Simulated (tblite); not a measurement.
H$_{12}$Si$_{5}$, charge -1, doublet, geometry from GFN2-xTB (a state made from the parent by changing its charge; the spin is typed, not shown lowest); GFN1-xTB run with tblite.

Input for tblite:
```
$ tblite run mol.xyz --method gfn1 --charge -1 --spin 1 --efield 0,0,0.1 --json tblite.json --no-restart

# file mol.xyz
17

Si    -0.79113967    -0.67083817    -2.31540756
Si     0.19362179    -0.18379725    -0.15594283
Si     0.03425317     2.14107415    -0.10250667
Si    -1.53684297    -0.71472711     1.31269122
Si     2.13282393    -0.60276782     1.23481619
H     -2.02683165    -0.36924165    -3.10604988
H     -0.79623747    -2.15281036    -2.44559852
H      0.22542324    -0.24925937    -3.31670976
H      0.24194744     2.78267994     1.21014527
H     -1.26729931     2.70344548    -0.51254686
H      0.98178877     2.87073092    -0.96683123
H     -2.88861689    -0.27030488     0.92148006
H     -1.73840381    -2.15250721     1.57620834
H     -1.41590528    -0.15638911     2.67359757
H      2.23230566    -2.08376215     1.33725698
H      3.31962754    -0.24254063     0.41326230
H      2.67417422    -0.24525417     2.58468073
```

What the program printed (banner, timings and long lists left out):

```
xTB calculator
 | screened Coulomb repulsion
 | Coulomb electrostatics
 |  * isotropic Klopman-Ohno-Mataga-Nishimoto electrostatics
 |  * onsite third-order electrostatics
 | DFT-D3(BJ) dispersion correction
 | Interactions (1)
 | [1] electric field

halogen bonding energy    0.0000000000000E+00 Eh
repulsion energy          1.2244590923158E-01 Eh
dispersion energy        -8.6406875398553E-03 Eh
interaction energy        0.0000000000000E+00 Eh
number of electrons       3.3000000000000E+01 e
integral cutoff           2.8146159136829E+01 bohr

------------------------------------------------------------
  cycle        total energy    energy error   density error
------------------------------------------------------------
      1     -15.90721009648  -1.6021015E+01   2.2418914E-01
      2     -15.93058826471  -2.3378168E-02   1.3238986E-01
      3     -15.93188677461  -1.2985099E-03   2.3975187E-02
      4     -15.93237137057  -4.8459597E-04   5.1271655E-03
      5     -15.93241161290  -4.0242322E-05   2.2429924E-03
      6     -15.93241446057  -2.8476749E-06   1.3646305E-03
      7     -15.93241610300  -1.6424238E-06   5.0953988E-04
      8     -15.93241638602  -2.8302231E-07   2.1299963E-04
      9     -15.93241642764  -4.1623686E-08   3.3668939E-05
     10     -15.93241642889  -1.2527082E-09   9.3681737E-06
------------------------------------------------------------

electronic energy        -1.6046221650586E+01 Eh
total energy             -1.5932416428894E+01 Eh

Post processing:
 | Mayer-Wiberg bond orders

[Info] JSON dump of results written to 'tblite.json'
```
